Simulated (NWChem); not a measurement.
# CH$_{6}$OSeSi; SMILES C[Se]O[SiH3]

```xyz
10

Se    -0.4271     0.8517    -0.0705
C      1.4190     1.4728     0.0156
H      1.4244     2.4918    -0.4220
H      2.0860     0.8152    -0.5731
H      1.7447     1.5228     1.0715
O     -0.1642    -0.7525     0.8196
Si     0.1061    -2.0811    -0.2062
H     -1.0828    -2.3673    -1.0830
H      0.3491    -3.2394     0.7191
H      1.3151    -1.8631    -1.0792
```
Atoms are numbered in this order, from 1.

Program: NWChem. Pople sets run with spherical d functions. Coordinates come from a PBE-D3(BJ)/def2-SVP optimisation.

Q: Taking Hartree-Fock/6-311G** as the yardstick, which of these has the fewest basis functions while keeping “highest occupied level (eV)” within 0.1 eV of it: Hartree-Fock/3-21G; Hartree-Fock/6-31G*; Hartree-Fock/STO-3G?

A: Hartree-Fock/6-31G*.
| level | basis functions | highest occupied level (eV) | relative time (rough) |
|---|---|---|---|
| Hartree-Fock/STO-3G | 43 | -6.56 | 1 |
| Hartree-Fock/3-21G | 65 | -9.05 | 1 |
| Hartree-Fock/6-31G* | 90 | -9.17 | 5 |
| Hartree-Fock/6-311G** | 142 | -9.23 | 7 |

The yardstick is one finite set, not the basis-set limit.
